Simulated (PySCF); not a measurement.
F$_{2}$Sr, charge -1, doublet, geometry from GFN2-xTB (such geometries of metal compounds can be far from the true shape) (a state made from the parent by changing its charge; the spin is typed, not shown lowest) (core potentials on Sr) (in this run its highest filled SCF level lies above zero, so its values depend strongly on the basis, on diffuse functions most of all); PBE0/def2-SV(P) run with PySCF.

PySCF was given this input:
```python
from pyscf import gto, scf, dft

mol = gto.M(
    atom='''
Sr   -0.074581   -0.017173   -0.006681
F    -0.068327    1.510304   -1.254456
F     0.383223   -1.437796    1.282664
''',
    basis='def2-sv(p)',
    ecp={'Sr': 'def2-sv(p)'},
    charge=-1,
    spin=1,
    verbose=4,
)

mf = dft.UKS(mol)
mf.xc = 'pbe0'
mf.kernel()
mf.analyze()
```

### Question
Write the output that PySCF gives for this input, abridged.

### Answer

```
PySCF version 2.14.0

[INPUT] verbose = 4
[INPUT] num. atoms = 3
[INPUT] num. electrons = 29
[INPUT] charge = -1
[INPUT] spin (= nelec alpha-beta = 2S) = 1
[INPUT] symmetry False subgroup None
[INPUT] Mole.unit = angstrom
[INPUT] Symbol           X                Y                Z      unit          X                Y                Z       unit  Magmom
[...]
nuclear repulsion = 59.2403267376271
number of shells = 21
number of NR pGTOs = 97
number of NR cGTOs = 51
basis = def2-sv(p)
ecp = {'Sr': 'def2-sv(p)'}

******** <class 'pyscf.dft.uks.UKS'> ********
method = UKS
initial guess = minao
damping factor = 0
level_shift factor = 0
DIIS = <class 'pyscf.scf.diis.CDIIS'>
diis_start_cycle = 1
diis_space = 8
diis_damp = 0
SCF conv_tol = 1e-09
SCF conv_tol_grad = None
SCF max_cycles = 50
direct_scf = True
direct_scf_tol = 1e-13
number electrons alpha = 15  beta = 14
XC library pyscf.dft.libxc version 7.1.2
    S. Lehtola, C. Steigemann, M. J. T. Oliveira, and M. A. L. Marques,  SoftwareX 7, 1–5 (2018)
XC functionals = pbe0
    C. Adamo and V. Barone,  J. Chem. Phys. 110, 6158 (1999)
    M. Ernzerhof and G. E. Scuseria,  J. Chem. Phys. 110, 5029 (1999)
radial grids:
    Treutler-Ahlrichs [JCP 102, 346 (1995); DOI:10.1063/1.469408] (M4) radial grids

becke partition: Becke, JCP 88, 2547 (1988); DOI:10.1063/1.454033
pruning grids: <function nwchem_prune>
grids dens level: 3
symmetrized grids: False
atomic radii adjust function: <function treutler_atomic_radii_adjust>
small_rho_cutoff = 0
Set gradient conv threshold to 3.16228e-05
tot grids = 50440
init E= -217.996080442849

cycle= 1 E= -229.215215214972  delta_E= -11.2  |g|= 1.35  |ddm|=  4.2
cycle= 2 E= -219.812655142843  delta_E=  9.4  |g|= 4.22  |ddm|=  5.3
cycle= 3 E= -230.107208692066  delta_E= -10.3  |g|= 0.315  |ddm|=  3.5
cycle= 4 E= -230.148576461188  delta_E= -0.0414  |g|= 0.108  |ddm|= 0.631
cycle= 5 E= -230.153299798562  delta_E= -0.00472  |g|= 0.00751  |ddm|= 0.253
cycle= 6 E= -230.153356716856  delta_E= -5.69e-05  |g|= 0.00219  |ddm|= 0.0342
cycle= 7 E= -230.153363344621  delta_E= -6.63e-06  |g|= 0.00039  |ddm|= 0.0117
cycle= 8 E= -230.153364031623  delta_E= -6.87e-07  |g|= 0.000279  |ddm|= 0.00514
cycle= 9 E= -230.153364093209  delta_E= -6.16e-08  |g|= 0.000127  |ddm|= 0.000938
cycle= 10 E= -230.153364105993  delta_E= -1.28e-08  |g|= 5.31e-05  |ddm|= 0.000464
cycle= 11 E= -230.153364108798  delta_E= -2.81e-09  |g|= 6.59e-06  |ddm|= 0.00028
[...]
converged SCF energy = -230.153364108882  <S^2> = 0.75034609  2S+1 = 2.0003461
[...]
**** SCF Summaries ****
Total Energy =                        -230.153364108882101
Nuclear Repulsion Energy =              59.240326737627129
One-electron Energy =                 -455.008565460344926
Two-electron Energy =                  165.614874613835667
Two-electron Coulomb Energy =          191.065485449737253
DFT Exchange-Correlation Energy =      -25.450610835901593
**** MO energy ****
                             alpha | beta                alpha | beta
[...]
spin_pop of  0 Sr 4s        0.00373
spin_pop of  0 Sr 5s        0.00986
spin_pop of  0 Sr 6s        0.15171
spin_pop of  0 Sr 7s        0.66826
spin_pop of  0 Sr 4px      -0.00031
spin_pop of  0 Sr 4py      -0.00017
spin_pop of  0 Sr 4pz      -0.00023
spin_pop of  0 Sr 5px       0.00353
spin_pop of  0 Sr 5py       0.00055
spin_pop of  0 Sr 5pz       0.00056
spin_pop of  0 Sr 6px       0.02641
spin_pop of  0 Sr 6py       0.00237
spin_pop of  0 Sr 6pz       0.00154
spin_pop of  0 Sr 4dxy      0.00159
spin_pop of  0 Sr 4dyz      0.03387
spin_pop of  0 Sr 4dz^2     0.00148
spin_pop of  0 Sr 4dxz      0.00127
spin_pop of  0 Sr 4dx2-y2    0.01071
spin_pop of  0 Sr 5dxy      0.00234
spin_pop of  0 Sr 5dyz      0.06368
spin_pop of  0 Sr 5dz^2     0.00194
spin_pop of  0 Sr 5dxz      0.00183
spin_pop of  0 Sr 5dx2-y2    0.02010
spin_pop of  1 F 1s        0.00000
spin_pop of  1 F 2s        0.00006
spin_pop of  1 F 3s        0.00086
spin_pop of  1 F 2px      -0.00223
spin_pop of  1 F 2py      -0.00092
spin_pop of  1 F 2pz      -0.00143
spin_pop of  1 F 3px       0.00010
spin_pop of  1 F 3py       0.00008
spin_pop of  1 F 3pz       0.00009
spin_pop of  1 F 3dxy      0.00000
spin_pop of  1 F 3dyz      0.00007
spin_pop of  1 F 3dz^2     0.00000
spin_pop of  1 F 3dxz      0.00000
spin_pop of  1 F 3dx2-y2    0.00003
spin_pop of  2 F 1s        0.00000
spin_pop of  2 F 2s        0.00006
spin_pop of  2 F 3s        0.00086
spin_pop of  2 F 2px      -0.00206
spin_pop of  2 F 2py      -0.00119
spin_pop of  2 F 2pz      -0.00134
spin_pop of  2 F 3px       0.00009
spin_pop of  2 F 3py       0.00009
spin_pop of  2 F 3pz       0.00009
spin_pop of  2 F 3dxy      0.00001
spin_pop of  2 F 3dyz      0.00006
spin_pop of  2 F 3dz^2     0.00000
spin_pop of  2 F 3dxz      0.00001
spin_pop of  2 F 3dx2-y2    0.00001
In total            15.00000 | 14.00000

WARN: System has nonzero charge -1; the dipole moment is origin-dependent.
Location of origin: [0. 0. 0.]

Dipole moment(X, Y, Z, Debye):  1.48301,  0.34149,  0.13281
```
